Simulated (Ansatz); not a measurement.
`CN(C)[Si](Cl)(N(C)C)N(C)C` + H₂O → `CN(C)[Si](O)(N(C)C)N(C)C` + HCl  (formal hydrolysis of the Si–Cl bond)

Program: Ansatz. Geometries: PBE0-D4/def2-TZVP. ΔE: electronic, gas phase. CCSD(T)/CBS is the MP2 limit (def2-TZVPP, def2-QZVPP) plus CCSD(T) − MP2 in def2-TZVPP, frozen cores. This one scheme is used for every species. DFT in def2-TZVPP. One conformer a species, not always the lowest.

`CN(C)[Si](Cl)(N(C)C)N(C)C`:

```xyz
29

C    -0.024   -0.706    2.855
N    -0.486   -0.353    1.535
C    -1.620    0.543    1.569
Si    0.416   -0.504    0.087
Cl    1.771   -2.040    0.431
N    -0.695   -0.861   -1.156
C    -1.851   -1.698   -0.936
C    -0.349   -0.746   -2.553
N     1.354    0.826   -0.451
C     0.685    2.015   -0.930
C     2.734    1.070   -0.115
H    -0.829   -1.189    3.425
H     0.299    0.176    3.427
H     0.812   -1.401    2.800
H    -1.383    1.489    2.076
H    -1.960    0.777    0.558
H    -2.461    0.084    2.106
H    -2.741   -1.269   -1.415
H    -1.704   -2.704   -1.353
H    -2.050   -1.801    0.130
H    -1.158   -0.266   -3.118
H    -0.169   -1.731   -3.005
H     0.555   -0.150   -2.674
H    -0.352    1.797   -1.194
H     1.183    2.405   -1.827
H     0.683    2.818   -0.179
H     3.220    0.154    0.217
H     3.281    1.444   -0.991
H     2.837    1.821    0.682
```

H₂O:

```xyz
3

O     0.135    0.355    0.084
H    -0.290   -0.264    0.681
H     0.154   -0.091   -0.765
```

`CN(C)[Si](O)(N(C)C)N(C)C`:

Cartesian coordinates in Å:
```
C -0.471 -1.942 -2.056
N -0.166 -0.640 -1.516
C -0.669 0.441 -2.323
Si 0.373 -0.466 0.100
O 1.386 -1.724 0.458
N 1.125 1.075 0.187
C 1.021 1.940 1.333
C 2.130 1.493 -0.756
N -0.867 -0.628 1.264
C -2.171 -0.061 1.045
C -0.661 -1.108 2.607
H -0.053 -2.725 -1.422
H -1.556 -2.110 -2.137
H -0.046 -2.059 -3.062
H -0.214 0.435 -3.323
H -1.759 0.376 -2.465
H -0.448 1.401 -1.855
H 2.295 -1.616 0.175
H 1.958 1.984 1.908
H 0.233 1.591 2.001
H 0.778 2.968 1.030
H 2.156 0.815 -1.612
H 1.924 2.503 -1.139
H 3.135 1.517 -0.308
H -2.961 -0.787 1.281
H -2.350 0.830 1.666
H -2.293 0.232 0.000
H 0.325 -1.563 2.698
H -0.743 -0.303 3.353
H -1.409 -1.869 2.868
```

HCl:

Z-matrix (Å, degrees):
```
Cl
H 1 1.279
```

CCSD(T)/CBS gives +0.04 eV.

(1) Another level gave -0.07 eV. Which?
A. RPA@PBE/def2-TZVPP
B. r2SCAN0-D4/def2-TZVPP
C. HF/def2-TZVPP
D. MP2/def2-TZVPP

Largest T1 diagnostic among the species: 0.011.

Results:

(1) A. RPA@PBE/def2-TZVPP -0.07, r2SCAN0-D4 -0.01, MP2/def2-TZVPP 0.05, HF/def2-TZVPP -0.15 eV.

Leaving LDA and LC-ωPBE aside and taking each functional with its dispersion term where it has one, the values, not all of them listed here, spread over 0.16 eV, from CAM-B3LYP-D4 to revPBE-D4. In def2-TZVPP, CCSD(T) changes the Hartree–Fock value by +0.12 eV (the triples alone add +0.03 eV) and MP2 by +0.21 eV. The D4 term adds +0.07 eV with B3LYP and +0.04 eV with PBE0; it sums over pairs of atoms, weighted by their polarisabilities, and B3LYP, whose exchange is more repulsive, gets the larger term.

B3LYP here is the variant with VWN-RPA as its local correlation; programs differ in this.
